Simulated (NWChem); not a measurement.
C(/F)=C/Cl (C2H2ClF), optimised at B3LYP/6-31G* with NWChem:

* **highest occupied level (eV)**: -6.99
* **orbital gap (eV)**: 7.10
* **dipole (D)**: 2.22
* **highest harmonic frequency (cm⁻¹)**: 3263
* **zero-point energy (kcal/mol)**: 22.5

Pople sets run with spherical d functions.

**Question.** One Cl atom is replaced by F, giving F/C=C\F (C$_{2}$H$_{2}$F$_{2}$), optimised at the same level. How do these values move?

**Answer.** 
```csv
quantity,new value,change
highest occupied level (eV),-6.90,+0.09
orbital gap (eV),7.56,+0.46
dipole (D),2.17,-0.05
highest harmonic frequency (cm⁻¹),3255,-8
zero-point energy (kcal/mol),23.4,+0.9
```
